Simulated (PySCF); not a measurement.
# Radial density of As⁺ (arsenic, charge +1)

PBE, [Ar] 3d10 4s2 4p2, high-spin 3P determinant. Calculation: PySCF 2.14, in def2-SVP; no relativity, point nucleus.

| r (bohr) | 4πr²ρ (e/bohr) | 4πr²(ρα − ρβ) |
| --- | --- | --- |
| 0.000851 | 0.2085 | 0.0000 |
| 0.00143 | 0.5762 | 0.0000 |
| 0.00241 | 1.539 | 0.0000 |
| 0.00405 | 3.887 | 0.0000 |
| 0.00681 | 9.193 | 0.0000 |
| 0.0115 | 19.14 | 0.0002 |
| 0.0193 | 32.64 | 0.0015 |
| 0.0324 | 40.22 | 0.0079 |
| 0.0545 | 34.46 | 0.0295 |
| 0.0917 | 36.72 | 0.0619 |
| 0.154 | 47.10 | 0.0311 |
| 0.259 | 27.73 | -0.0046 |
| 0.436 | 29.57 | 0.1445 |
| 0.734 | 20.33 | -0.0016 |
| 1.23 | 4.522 | 0.4946 |
| 2.08 | 2.232 | 1.0405 |
| 3.49 | 0.3803 | 0.2719 |
| 5.88 | 0.009642 | 0.0090 |

Problem. Where is the radial spin density 4πr²(ρα − ρβ) most negative, and why is it negative at all?

Solution. Around r = 0.259 bohr, down to -0.0046 e/bohr: exchange with the open shell polarises the paired shells in an unrestricted calculation.
